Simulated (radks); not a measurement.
Q: Successive ionisation energies (eV) of one element, from differences of total energies of ions in their ground configurations, starting at charge 44: 2229.3, 2457.9, 2520.4, 4246.7, 4373.5, 4501.1, 4629.3, 4757.9, 4938.1, 5072.9, 5208.3, 5344.3, 5480.6, 6038.7, 6157.4, 6273.3, 6440.5, 6561.9, 6680.5, 7243.6, 7378.9, 16538.8. All-electron calculation, scalar-relativistic Kohn-Sham, r2SCAN, spin-polarised, spherical densities, finite nucleus; open shells are filled with parallel spins first (spin-orbit coupling, left out, can overturn this in heavy ions); meta-GGA in the generalised Kohn-Sham scheme; Fermi nuclear charge, rms radius 5.3698 fm. Program: a radial shooting solver on a logarithmic mesh with Libxc functionals. Which element is it?

A: Rhenium (Z = 75). The first species listed is Re44+ in [Ar] 3d10 4s2 4p1, the last Re65+ in [Ne].
